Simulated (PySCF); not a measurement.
# TaH₅: breathing scan

Level of theory: PBE0/[Ta def2-TZVP with ECP60, H def2-TZVP], scalar-relativistic core potentials, density fitting, no spin–orbit coupling, PySCF.

Rigid scan from the singlet minimum (Ta–H 1.754 Å (×4), Ta–H 1.790 Å; H–Ta–H 77.3° (×4), H–Ta–H 118.0° (×4), H–Ta–H 124.0° (×2)). Coordinate: all bonds to the central atom scaled together. Energies in kJ/mol from the minimum.

```json
{"scale of all bonds to the centre": "0.88", "E (kJ/mol)": "192.9", "dipole size (D)": "1.79"}
{"scale of all bonds to the centre": "0.92", "E (kJ/mol)": "78.7", "dipole size (D)": "1.80"}
{"scale of all bonds to the centre": "0.96", "E (kJ/mol)": "18.1", "dipole size (D)": "1.81"}
{"scale of all bonds to the centre": "1.00", "E (kJ/mol)": "0.0", "dipole size (D)": "1.81"}
{"scale of all bonds to the centre": "1.04", "E (kJ/mol)": "15.2", "dipole size (D)": "1.81"}
{"scale of all bonds to the centre": "1.08", "E (kJ/mol)": "56.3", "dipole size (D)": "1.80"}
{"scale of all bonds to the centre": "1.14", "E (kJ/mol)": "153.1", "dipole size (D)": "1.77"}
{"scale of all bonds to the centre": "1.22", "E (kJ/mol)": "324.2", "dipole size (D)": "1.72"}
{"scale of all bonds to the centre": "1.35", "E (kJ/mol)": "645.9", "dipole size (D)": "1.60"}
```

At long bonds a restricted determinant can lie too high, and another spin state can fall below this curve.

With an element this heavy the missing spin–orbit coupling can shift these numbers.

Other isomers or separated fragments may lie lower.
